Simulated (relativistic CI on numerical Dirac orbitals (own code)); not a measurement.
Computed by Dirac-Coulomb-Breit CI, orbitals from a KLI potential per configuration, a model potential for QED, unscaled Slater integrals (own radial code, finite nucleus).

The strongest absorption lines from the ground level of an ion, among the configurations computed and to levels below about 178 eV (vacuum wavelength in Å, gf): 111.51 (0.0048), 145.82 (0.23), 152.75 (0.35), 190.67 (7.4), 242.96 (0.087), 276.03 (0.0025).

Q: Which ion is it?
A. Ru IX
B. Ru XI
C. Zr V
D. Pd XI

A: A. Ru IX has 36 electrons and the ground level 4s²4p⁶ ¹S0; the strongest line goes to 4s²4p⁵4d ¹P°1. The pattern of lines fixes the number of electrons, and along that sequence the line energies rise steadily with the charge (about as its square where n changes within one kind of shell, about linearly where n is kept but much faster in heavy ions where fine structure, which grows about as Z⁴, sets the gap, and irregularly where shells cross), which fixes Z. Configurations outside the model, such as inner-shell arrays, can give stronger lines. At this charge configurations can still be misplaced by up to about 7 % of their energy.

LS names give the leading component of a level, which can be under half, so a name can repeat, a term be missing and a line seem to break the LS rules.
